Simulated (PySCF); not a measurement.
Mo(O)2(Cl)(OSiH3) (ClH3MoO3Si), SMILES [O]=[Mo](=[O])([Cl])[O][SiH3], multiplicity 1.

The structure is a stationary point at PBE0-D3(BJ)/def2-SVP. The multiplicity is an assumed one; other spin states were not compared. The def2 effective core potentials stand for the cores of Mo; spin–orbit coupling is left out. One conformer was computed; it need not be the lowest.

All values below come from r2SCAN/def2-TZVP run with PySCF.

Isolated molecule, no solvent.

* **total energy**: -1045.62443 hartree
* **point group**: Cs
* **highest occupied level**: -8.25 eV
* **lowest empty level**: -3.63 eV
* **orbital gap**: 4.62 eV
* **dipole moment**: 3.13 D
* **quadrupole, principal values (traceless, Buckingham form, about the centre of nuclear charge)**: -4.56, -4.19, 8.75 D·Å
* **mean static polarisability**: 85.6 bohr³ (12.69 Å³)
* **polarisability, principal values**: 72.9, 81.3, 102.7 bohr³
